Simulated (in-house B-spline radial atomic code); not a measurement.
A fraction x of an electron is moved 5s → 5f in In, starting from [Kr] 4d10 5s2 5p1 and keeping the highest spin. Method: scalar-relativistic (X2C) LDA VWN5, spin-polarised, spherical fractional occupations, Fermi nucleus of rms radius 4.6156 fm. Calculated with an all-electron radial atomic-structure program (B-spline basis).

| x | E(x) - E(0) (eV) | 5s down level (eV) | 5f up level (eV) |
| --- | --- | --- | --- |
| 0 | 0.0000 | -8.180 | - |
| 0.25 | 2.2266 | -9.757 | -0.119 |
| 0.375 | ? | ? | ? |
| 0.5 | 4.8173 | -11.288 | -0.210 |
| 0.625 | 6.2458 | -12.030 | -0.254 |
| 0.75 | ? | ? | ? |
| 0.875 | 9.3582 | -13.450 | -0.341 |
| 1 | 11.0364 | - | -0.383 |

(1) What belongs in the row x = 0.375?

(2) What belongs in the row x = 0.75?

(3) Check Janak's theorem between x = 0.5 and 0.625.

## Answers

(1) An energy change of 3.4770 eV; 5s down at -10.530 eV, 5f up at -0.165 eV.

(2) An energy change of 7.7603 eV; 5s down at -12.751 eV, 5f up at -0.298 eV.

(3) The slope of the energy is 11.43 eV; the orbital levels give 11.43 eV (ε of the receiving orbital less ε of the emptying one, averaged over the two points).
